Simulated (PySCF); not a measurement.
CH3OS, charge -1, multiplicity 1. Atoms are numbered in the order given.

```xyz
6

C      0.3379     1.4067     0.0000
S     -0.5453    -0.2070     0.0000
O      0.6447    -1.2931     0.0000
H      0.9767     1.5000     0.8959
H     -0.4144     2.2156     0.0000
H      0.9767     1.5000    -0.8959
```
Charge -1, spin multiplicity 1.

Coordinates come from a B3LYP-D3(BJ)/def2-SVPD optimisation. The spin state was assumed, not searched. The isomer is the one that the SMILES or the coordinates give; other isomers of the formula were not compared.

The numbers are results of B3LYP/def2-TZVPD in PySCF, not measurements.

Mulliken values depend strongly on the basis, most of all with diffuse functions as here. Atomic charges (e):

```
atom  IAO  Mulliken
----  ---  --------
C1    ___     -0.65
S2    ___     -0.16
O3    ___     -0.72
H4    ___      0.17
H5    ___      0.20
H6    ___      0.17
```

Problem. Fill in the missing entries. (An estimate is asked for; the answer gives what the named calculation found.)

Solution. 
- C1, IAO: -0.54
- S2, IAO: 0.28
- O3, IAO: -1.07
- H4, IAO: 0.11
- H5, IAO: 0.11
- H6, IAO: 0.11
